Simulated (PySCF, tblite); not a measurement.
C2H12OSi4.
Z-matrix (Å and degrees, PBE0-D3(BJ)/def2-SVP geometry), rows numbered from 1:
```
C 
C   1  1.5013
O   2  1.2142  1  121.74
Si  2  1.9485  1  120.71  3   179.41
Si  4  2.3461  2  106.33  1   134.87
Si  5  2.3471  4  107.67  2    29.66
Si  6  2.3484  5  109.18  4    49.52
H   1  1.1025  2  109.65  3   121.96
H   1  1.1025  2  109.80  3  -121.45
H   1  1.0990  2  110.35  3     0.28
H   4  1.4954  2  105.61  1  -107.42
H   4  1.4971  2  111.00  1    10.07
H   5  1.4979  4  109.31  2   -92.25
H   5  1.4973  4  108.85  2   149.60
H   6  1.4943  5  108.90  4   -72.61
H   6  1.4995  5  108.11  4   170.28
H   7  1.4919  6  111.37  5  -131.40
H   7  1.4951  6  110.19  5    -9.38
H   7  1.4986  6  109.55  5   108.64
```

Jobs on this species (19 atoms, 88 electrons) with PySCF (density fitting) and tblite. Hardware of each: Arm Neoverse V2, one thread, on a shared host. Other jobs ran on the host; a repeat could differ by tens of per cent or more.

**Question.** Rank these jobs by wall time, shortest first.
A. wB97X-D/pcSseg-1; shieldings; 207 basis functions
B. PBE0-D3(BJ)/def2-SVP, grid level 1; geometry optimisation from a GFN2-xTB start shaken at random; 174 basis functions
C. GFN2-xTB; Hessian by finite differences

**Answer.** C (0.96 s), A (54 s), B (7.0 min).

All jobs:

| level and settings | work | basis functions | SCF cycles | wall time |
| --- | --- | --- | --- | --- |
| GFN2-xTB | Hessian by finite differences | – | – | 0.96 s |
| GFN2-xTB | L-BFGS relaxation | – | – | 1.5 s |
| PBE0/pcSseg-1 | shieldings, charges and field gradients, density and orbital grids written | 207 | 13 | 51 s |
| wB97X-D/pcSseg-1 | shieldings | 207 | 14 | 54 s |
| B3LYP/def2-SVPD | 10 singlets by full TDDFT, 4 Tamm–Dancoff triplets, polarisability, ΔSCF ions, density and orbital grids written | 255 | 13 | 6.9 min |
| PBE0-D3(BJ)/def2-SVP, grid level 1 | geometry optimisation from a GFN2-xTB start shaken at random | 174 | 161 | 7.0 min |

**Question.** What do all jobs in the table cost together?

**Answer.** About 16 min; the longest takes about 45 % of that, and about 440 times as long as the shortest.
